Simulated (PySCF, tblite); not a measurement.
Isomers of C3H11ClO2Si3, one GFN2-xTB conformer each. Single-point energies are computed at PBE0/pcSseg-1 (PySCF, gas phase, no added dispersion term), electronic only.

Problem. Rank them by PBE0/pcSseg-1 energy, lowest first (kJ/mol).
A. `[CH3:1][C:2]1([CH3:3])[O:4][Si@H:5]([SiH2:6][Cl:7])[O:8][SiH2:9]1` with O4–Si5–Si6–Cl7 113°
B. `[CH3:1][CH:2]([CH3:3])[O:4][Si@@H:5]1[O:6][SiH2:7][Si@@H:8]1[Cl:9]` with C1–C2–O4–Si5 -45°, C2–O4–Si5–O6 -176°

Solution. A (0.0), B (9.7).

As drawn, the lower has an Si–C bond, which the higher lacks; the higher has a four-membered ring, which the lower lacks. Neighbours under 10 kJ/mol apart (CC1(C)O[Si@H]([SiH2]Cl)O[SiH2]1 and CC(C)O[Si@@H]1O[SiH2][Si@@H]1Cl) can change places with a better method, another conformer or zero-point energy. GFN2-xTB itself gives, in the same order: 0.0, 107.6. Both levels put the same isomer lowest.

Problem. Which frontier levels, dipoles and rotational constants go with these structures?

Solution. 
```tsv
SMILES	HOMO (eV, PBE0/pcSseg-1)	LUMO (eV)	dipole (D)	A, B, C (MHz)
CC1(C)O[Si@H]([SiH2]Cl)O[SiH2]1	-7.79	-0.93	3.00	1852, 437.3, 410.4
CC(C)O[Si@@H]1O[SiH2][Si@@H]1Cl	-7.33	-1.11	1.59	1031, 644.5, 461.3
```

Problem. What happens when harmonic zero-point energies from GFN2-xTB frequencies are added?

Solution. 
```json
{"SMILES": "CC1(C)O[Si@H]([SiH2]Cl)O[SiH2]1", "ZPE (kJ/mol)": "353.7", "electronic (kJ/mol)": "0.0", "with ZPE (kJ/mol)": "0.0"}
{"SMILES": "CC(C)O[Si@@H]1O[SiH2][Si@@H]1Cl", "ZPE (kJ/mol)": "358.5", "electronic (kJ/mol)": "9.7", "with ZPE (kJ/mol)": "14.5"}
```

The zero-point energies span 4.8 kJ/mol. The order is unchanged.

Problem. As an exercise, what shares would exp(−E/RT) give at 2000 K from these electronic energies alone (no entropy, no degeneracies)?

Solution. RT = 16.629 kJ/mol: CC1(C)O[Si@H]([SiH2]Cl)O[SiH2]1 64.2 %, CC(C)O[Si@@H]1O[SiH2][Si@@H]1Cl 35.8 %.
